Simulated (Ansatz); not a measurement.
Ansatz (an electronic-structure program) input (CCSD(T)/aug-cc-pV(D+d)Z):
A basis named .json is the Basis Set Exchange file of that set.

Ansatz 0.2 input:
```yaml
crystal:
  periodic: [false, false, false]
  atoms:
    - {symbol: C, position_ang: [1.95942310, -1.69337599, -0.06024674]}
    - {symbol: C, position_ang: [1.67174404, -0.44733408, -0.43215722]}
    - {symbol: Si, position_ang: [0.04478531, 0.41537383, -0.10199292]}
    - {symbol: C, position_ang: [0.40080449, 2.10266140, 0.64414763]}
    - {symbol: C, position_ang: [-0.90045822, 0.62018678, -1.71064918]}
    - {symbol: C, position_ang: [-0.94582909, -0.60544964, 1.11004215]}
    - {symbol: C, position_ang: [-2.11717568, -1.18085975, 0.84546751]}
    - {symbol: H, position_ang: [1.24372005, -2.30572506, 0.47839796]}
    - {symbol: H, position_ang: [2.91535201, -2.15984554, -0.27667069]}
    - {symbol: H, position_ang: [2.44150257, 0.10474175, -0.97102915]}
    - {symbol: H, position_ang: [-0.52406514, 2.65712304, 0.81698786]}
    - {symbol: H, position_ang: [1.03083656, 2.69853987, -0.02069357]}
    - {symbol: H, position_ang: [0.92115129, 2.00814178, 1.59951881]}
    - {symbol: H, position_ang: [-1.12283941, -0.34600989, -2.16706556]}
    - {symbol: H, position_ang: [-1.84210103, 1.15081503, -1.55377428]}
    - {symbol: H, position_ang: [-0.30933370, 1.19543110, -2.42690143]}
    - {symbol: H, position_ang: [-0.54096883, -0.73519490, 2.11297364]}
    - {symbol: H, position_ang: [-2.58836515, -1.09990546, -0.12845078]}
    - {symbol: H, position_ang: [-2.66293550, -1.75831785, 1.58498339]}
basis:
  gaussian:
    orbitals: aug-cc-pV_D+d_Z.json
magnetization: {spin_polarized: true, initial_magnetization: 2}
correlation: {method: ccsd_t, electrons: outside_noble_gas}
```

Output:

```
Functional definition: HF
integrals: 4.46 GiB planned
2784 factors; integrals over basis functions are off by at most 9.9e-4 eV
1.77 GiB of device memory are held for the factors and their scratch space
mean field: 2.56 GiB planned
mean field evaluation 1: about -14220.1924 eV, gradient 3.6e1 eV
mean field evaluation 2: about -14220.2081 eV, gradient 3.6e1 eV
mean field evaluation 4: about -14228.3594 eV, gradient 5.9e0 eV
mean field evaluation 8: about -14231.2402 eV, gradient 3.6e0 eV
mean field evaluation 16: about -14232.1903 eV, gradient 4.2e-3 eV
mean field evaluation 32: about -14232.1900 eV, gradient 1.3e-1 eV
mean field evaluation 64: about -14220.3524 eV, gradient 3.1e1 eV
mean field evaluation 96: about -14226.7877 eV, gradient 5.5e0 eV
mean field evaluation 128: about -14232.1875 eV, gradient 2.5e-1 eV
mean field evaluation 160: about -14229.6937 eV, gradient 2.4e-2 eV
mean field evaluation 192: about -14229.6943 eV, gradient 2.9e-4 eV
mean field evaluation 224: about -14229.6174 eV, gradient 7.1e-2 eV
mean field evaluation 256: about -14228.5024 eV, gradient 2.2e-1 eV
mean field evaluation 288: about -14228.5580 eV, gradient 2.6e0 eV
mean field evaluation 320: about -14220.3524 eV, gradient 3.1e1 eV
mean field evaluation 352: about -14232.1977 eV, gradient 4.0e-2 eV
mean field evaluation 384: about -14232.1901 eV, gradient 1.4e-2 eV
mean field evaluation 416: about -14227.5146 eV, gradient 1.1e1 eV
mean field evaluation 448: about -14228.8900 eV, gradient 4.7e0 eV
mean field evaluation 480: about -14226.8677 eV, gradient 1.1e1 eV
mean field evaluation 512: about -14228.1431 eV, gradient 5.2e0 eV
mean field evaluation 544: about -14229.3445 eV, gradient 5.1e-2 eV
mean field evaluation 576: about -14229.5396 eV, gradient 1.8e0 eV
mean field -14232.19836042 eV, -523.0236428148 hartree, gradient 1.6e-6 eV, S^2 2.023142; 10 other end points of the search recorded, 0 dependent functions left out
determinant -14232.19836042 eV, -523.0236428148 hartree, with singles and doubles -14259.74420463 eV, -524.0359339183 hartree
determinant -14232.19033874 eV, -523.0233480237 hartree, with singles and doubles -14259.73268521 eV, -524.0355105875 hartree
determinant -14229.69429201 eV, -522.9316199982 hartree, with singles and doubles -14257.13055039 eV, -523.9398838967 hartree
determinant -14229.61766007 eV, -522.9288038263 hartree, with singles and doubles -14257.05439018 eV, -523.9370850606 hartree
determinant -14229.34570861 eV, -522.9188097943 hartree, with singles and doubles -14257.69399684 eV, -523.9605901719 hartree
determinant -14229.12717253 eV, -522.9107787416 hartree, with singles and doubles -14258.48524705 eV, -523.9896680808 hartree
determinant -14232.19836042 eV, -523.0236428148 hartree, with singles and doubles -14259.69019347 eV, -524.0339490449 hartree
determinant -14232.19033874 eV, -523.0233480237 hartree, with singles and doubles -14259.67803966 eV, -524.0335024005 hartree
11 core orbitals not correlated
reference -14232.19836042 eV, -523.0236428148 hartree; 21, 19 occupied and 246, 248 virtual orbitals, 2784 factors
second order -24.89965833 eV of doubles, -0.00000000 eV of singles
coupled cluster: 34.75 GiB planned
cycle   1  -27.49183321 eV  change   -1.6e-7 eV  update   6.0e-6
perturbative correction -0.97206367 eV, -0.0357226811 hartree
Total energy: -14260.66225730 eV, -524.0696717318 hartree
```

This state (charge 0, triplet) is run at the relaxed geometry of the species with charge 0 and multiplicity 1, and is a spin state other than that species' own.
